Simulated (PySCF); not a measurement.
O₂Si, charge -1, sextet, geometry from GFN2-xTB of the parent state (a state made from the parent by changing its charge; the spin is typed, not shown lowest) (in this run its highest filled SCF level lies above zero, so its values depend strongly on the basis, on diffuse functions most of all); MP2/6-31G* (PySCF).

PySCF was given this input:
```python
from pyscf import gto, scf, mp

mol = gto.Mole()
mol.atom = '''
    O     1.424277   -0.245770    0.005335
    Si   -0.012228    0.338473    0.013371
    O    -1.402879   -0.346558   -0.028735
'''
mol.basis = '6-31g*'
mol.charge = -1
mol.spin = 5
mol.verbose = 4
mol.build()

mf = scf.UHF(mol)
mf.kernel()

pt = mp.MP2(mf)
pt.kernel()
print('E(MP2) = %.10f' % pt.e_tot)
mf.analyze()
```

Problem. Predict the main parts of the log of this PySCF run.

Solution. 
```
PySCF version 2.14.0

[INPUT] verbose = 4
[INPUT] num. atoms = 3
[INPUT] num. electrons = 31
[INPUT] charge = -1
[INPUT] spin (= nelec alpha-beta = 2S) = 5
[INPUT] symmetry False subgroup None
[INPUT] Mole.unit = angstrom
[INPUT] Symbol           X                Y                Z      unit          X                Y                Z       unit  Magmom
[...]
nuclear repulsion = 88.40648916734
number of shells = 20
number of NR pGTOs = 105
number of NR cGTOs = 46
basis = 6-31g*
ecp = {}

******** <class 'pyscf.scf.uhf.UHF'> ********
method = UHF
initial guess = minao
damping factor = 0
level_shift factor = 0
DIIS = <class 'pyscf.scf.diis.CDIIS'>
diis_start_cycle = 1
diis_space = 8
diis_damp = 0
SCF conv_tol = 1e-09
SCF conv_tol_grad = None
SCF max_cycles = 50
direct_scf = True
direct_scf_tol = 1e-13
number electrons alpha = 18  beta = 13
Set gradient conv threshold to 3.16228e-05
init E= -438.531958249547

cycle= 1 E= -438.137840397887  delta_E= 0.394  |g|= 0.269  |ddm|= 2.81
cycle= 2 E= -438.200883038866  delta_E= -0.063  |g|= 0.13  |ddm|= 0.362
cycle= 3 E= -438.214299190028  delta_E= -0.0134  |g|= 0.0594  |ddm|= 0.163
cycle= 4 E= -438.219995609941  delta_E= -0.0057  |g|= 0.0206  |ddm|= 0.131
cycle= 5 E= -438.220691312599  delta_E= -0.000696  |g|= 0.00738  |ddm|= 0.0451
cycle= 6 E= -438.220847640902  delta_E= -0.000156  |g|= 0.00481  |ddm|= 0.0194
cycle= 7 E= -438.220959940257  delta_E= -0.000112  |g|= 0.00401  |ddm|= 0.0152
cycle= 8 E= -438.221146744074  delta_E= -0.000187  |g|= 0.0028  |ddm|= 0.0329
cycle= 9 E= -438.221286019565  delta_E= -0.000139  |g|= 0.00166  |ddm|= 0.0405
cycle= 10 E= -438.221314092713  delta_E= -2.81e-05  |g|= 0.00122  |ddm|= 0.016
cycle= 11 E= -438.221325850143  delta_E= -1.18e-05  |g|= 0.000468  |ddm|= 0.0128
cycle= 12 E= -438.221328374685  delta_E= -2.52e-06  |g|= 0.000537  |ddm|= 0.00537
cycle= 13 E= -438.221327727863  delta_E= 6.47e-07  |g|= 0.000361  |ddm|= 0.000663
cycle= 14 E= -438.221327578417  delta_E= 1.49e-07  |g|= 0.000132  |ddm|= 0.00153
cycle= 15 E= -438.221327644356  delta_E= -6.59e-08  |g|= 4.42e-05  |ddm|= 0.000954
cycle= 16 E= -438.221327649457  delta_E= -5.1e-09  |g|= 1.48e-05  |ddm|= 0.000172
cycle= 17 E= -438.221327650104  delta_E= -6.47e-10  |g|= 8.24e-06  |ddm|= 5.61e-05
Extra cycle  E= -438.221327650205  delta_E= -1e-10  |g|= 4.64e-06  |ddm|= 1.84e-05
converged SCF energy = -438.221327650205  <S^2> = 8.7999717  2S+1 = 6.0166342

******** <class 'pyscf.mp.ump2.UMP2'> ********
[...]
E(UMP2) = -438.64783328585  E_corr = -0.426505635645329
E(SCS-UMP2) = -438.602073692525  E_corr = -0.380746042320829
E(MP2) = -438.6478332859
Total Energy =                        -438.221327650204671
[...]

 ** Mulliken spin pop alpha/beta on meta-lowdin orthogonal AOs **
 ** Mulliken Spin Density (per AO)  **
spin_pop of  0 O 1s       -0.00000
spin_pop of  0 O 2s        0.06469
spin_pop of  0 O 3s        0.00332
spin_pop of  0 O 2px       0.18135
spin_pop of  0 O 2py       0.54574
spin_pop of  0 O 2pz       0.67227
spin_pop of  0 O 3px       0.00368
spin_pop of  0 O 3py      -0.00024
spin_pop of  0 O 3pz       0.00004
spin_pop of  0 O 3dxy      0.00058
spin_pop of  0 O 3dyz      0.00017
spin_pop of  0 O 3dz^2     0.00078
spin_pop of  0 O 3dxz      0.00044
spin_pop of  0 O 3dx2-y2    0.00141
spin_pop of  1 Si 1s        0.00000
spin_pop of  1 Si 2s        0.00016
spin_pop of  1 Si 3s        0.65464
spin_pop of  1 Si 4s        0.10431
spin_pop of  1 Si 2px      -0.00000
spin_pop of  1 Si 2py       0.00000
spin_pop of  1 Si 2pz      -0.00000
spin_pop of  1 Si 3px      -0.04221
spin_pop of  1 Si 3py       0.57886
spin_pop of  1 Si 3pz       0.62403
spin_pop of  1 Si 4px      -0.00405
spin_pop of  1 Si 4py       0.09605
spin_pop of  1 Si 4pz       0.02680
spin_pop of  1 Si 3dxy      0.00043
spin_pop of  1 Si 3dyz      0.00058
spin_pop of  1 Si 3dz^2     0.01018
spin_pop of  1 Si 3dxz      0.00257
spin_pop of  1 Si 3dx2-y2   -0.00080
spin_pop of  2 O 1s       -0.00000
spin_pop of  2 O 2s        0.06469
spin_pop of  2 O 3s        0.00332
spin_pop of  2 O 2px       0.21466
spin_pop of  2 O 2py       0.51287
spin_pop of  2 O 2pz       0.67183
spin_pop of  2 O 3px       0.00337
spin_pop of  2 O 3py       0.00007
spin_pop of  2 O 3pz       0.00004
spin_pop of  2 O 3dxy      0.00078
spin_pop of  2 O 3dyz      0.00021
spin_pop of  2 O 3dz^2     0.00078
spin_pop of  2 O 3dxz      0.00040
spin_pop of  2 O 3dx2-y2    0.00122
 ** Mulliken Spin Density (per atom)  **
spin density of  0 O =      1.47422
spin density of  1 Si =      2.05157
spin density of  2 O =      1.47422
 ** Mulliken pop alpha/beta on meta-lowdin orthogonal AOs **
 ** Mulliken pop       alpha | beta **
In total            18.00000 | 13.00000
 ** Mulliken atomic charges   ( Nelec_alpha | Nelec_beta ) **
charge of  0O =     -0.27997  (     4.87709      3.40288 )
charge of  1Si =     -0.44006  (     8.24581      6.19425 )
charge of  2O =     -0.27997  (     4.87709      3.40288 )

WARN: System has nonzero charge -1; the dipole moment is origin-dependent.
Location of origin: [0. 0. 0.]

Dipole moment(X, Y, Z, Debye): -0.04353,  1.20494,  0.04760
```
